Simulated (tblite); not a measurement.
Species: C₅H₁₀ClFO.
Numbering: `[CH3:1][CH2:2][C@H:3]([CH2:4][Cl:5])[O:6][CH2:7][F:8]` (hydrogens: H9, H10, H11 on C1; H12, H13 on C2; H14 on C3; H15, H16 on C4; H17, H18 on C7)

Computed with GFN2-xTB (tblite), gas phase: Langevin dynamics at 300 K from the optimised GFN2-xTB geometry, time step 0.5 fs, friction 0.01 fs⁻¹, 2000 steps. The instantaneous temperature is 2·E(kin)/(3Nk) with all 3N coordinates.

```tsv
t (fs)	T (K)	E(pot) above start (eV)	C1–C2 (Å)	C2–C3 (Å)	C3–C4 (Å)	C4–Cl5 (Å)	C3–O6 (Å)	C1–H9 (Å)	C1–C2–C3–C4 (°)
0	254	0.000	1.524	1.533	1.531	1.775	1.430	1.086	58
25	205	0.271	1.518	1.550	1.526	1.792	1.409	1.083	64
50	151	0.399	1.566	1.554	1.518	1.767	1.425	1.105	63
75	188	0.352	1.535	1.520	1.542	1.787	1.449	1.127	61
100	169	0.315	1.525	1.533	1.540	1.794	1.408	1.044	58
125	220	0.433	1.538	1.549	1.544	1.773	1.433	1.099	53
150	197	0.561	1.522	1.547	1.493	1.779	1.469	1.132	50
175	230	0.526	1.511	1.591	1.478	1.754	1.424	1.079	53
200	226	0.492	1.488	1.606	1.525	1.795	1.401	1.061	66
225	251	0.460	1.493	1.546	1.561	1.770	1.402	1.106	70
250	204	0.633	1.534	1.573	1.576	1.804	1.416	1.113	73
275	237	0.711	1.523	1.515	1.515	1.778	1.392	1.082	74
300	330	0.554	1.540	1.553	1.543	1.794	1.447	1.111	74
325	349	0.512	1.508	1.573	1.552	1.789	1.405	1.065	65
350	310	0.668	1.509	1.580	1.503	1.742	1.416	1.077	66
375	289	0.699	1.495	1.549	1.507	1.840	1.450	1.135	69
400	288	0.675	1.558	1.509	1.575	1.728	1.417	1.092	63
425	266	0.752	1.525	1.544	1.571	1.836	1.458	1.063	57
450	274	0.644	1.478	1.558	1.514	1.792	1.454	1.103	58
475	208	0.738	1.555	1.627	1.519	1.751	1.401	1.093	56
500	252	0.499	1.559	1.535	1.508	1.766	1.443	1.046	50
525	293	0.525	1.515	1.514	1.551	1.821	1.471	1.125	50
550	238	0.666	1.549	1.535	1.518	1.735	1.433	1.092	42
575	240	0.750	1.562	1.554	1.485	1.792	1.437	1.061	42
600	215	0.798	1.509	1.564	1.551	1.793	1.429	1.101	54
625	288	0.593	1.532	1.540	1.533	1.744	1.466	1.072	57
650	227	0.539	1.561	1.542	1.500	1.793	1.430	1.084	56
675	288	0.471	1.595	1.513	1.520	1.758	1.443	1.127	59
700	242	0.660	1.514	1.493	1.568	1.782	1.417	1.054	67
725	320	0.528	1.551	1.508	1.532	1.827	1.418	1.094	74
750	196	0.703	1.621	1.519	1.527	1.734	1.420	1.110	73
775	218	0.600	1.516	1.519	1.471	1.819	1.435	1.066	72
800	170	0.682	1.493	1.531	1.492	1.769	1.474	1.100	74
825	223	0.536	1.564	1.541	1.539	1.807	1.440	1.101	79
850	333	0.499	1.596	1.557	1.518	1.796	1.389	1.072	86
875	229	0.877	1.535	1.480	1.551	1.816	1.407	1.104	83
900	286	0.841	1.529	1.522	1.565	1.734	1.439	1.127	77
925	261	0.819	1.528	1.532	1.590	1.746	1.442	1.082	64
950	303	0.635	1.508	1.513	1.577	1.781	1.428	1.086	68
975	338	0.655	1.512	1.521	1.477	1.765	1.440	1.124	74
1000	300	0.531	1.547	1.549	1.532	1.828	1.420	1.081	71
```

**Question.** From 500 fs on, how do temperature and potential energy compare with equipartition?

**Answer.** The mean temperature of these 21 frames is 260 K against the target 300 K, and the mean potential energy 0.64 eV against 48 × kT/2 = 0.62 eV for 48 classical harmonic modes. For 18 atoms in a canonical ensemble the temperature itself scatters by T·√(2/(3N)) = 58 K; here its standard deviation is 45 K. The whole run lasts only 10 friction times of 100 fs, so these averages carry a wide statistical error.

**Question.** What are the kinetic and total energies of the listed frame with the highest potential energy?

**Answer.** The one at 875 fs, 0.877 eV above the start. Its kinetic energy is 3NkT/2 = 0.534 eV at 229 K, so the sum is 1.41 eV; over the listed frames the sum runs from 0.59 to 1.51 eV, since the thermostat adds and removes energy.

**Question.** How much do the listed bonds fluctuate from 500 fs on?

**Answer.** 
```csv
bond,at the start (Å),mean (Å),standard deviation (Å)
C1–C2,1.524,1.543,0.032
C2–C3,1.533,1.528,0.020
C3–C4,1.531,1.529,0.032
C4–Cl5,1.775,1.781,0.031
C3–O6,1.430,1.434,0.020
C1–H9,1.086,1.091,0.023
```

The motion is classical and holds no zero-point motion.

What follows is the cost of the whole dynamics run. Time: 12 s; peak memory 0.18 GiB. Hardware: one thread of an Intel Xeon 6975P-C, shared host with 192 logical CPUs at a one-minute load of 64.
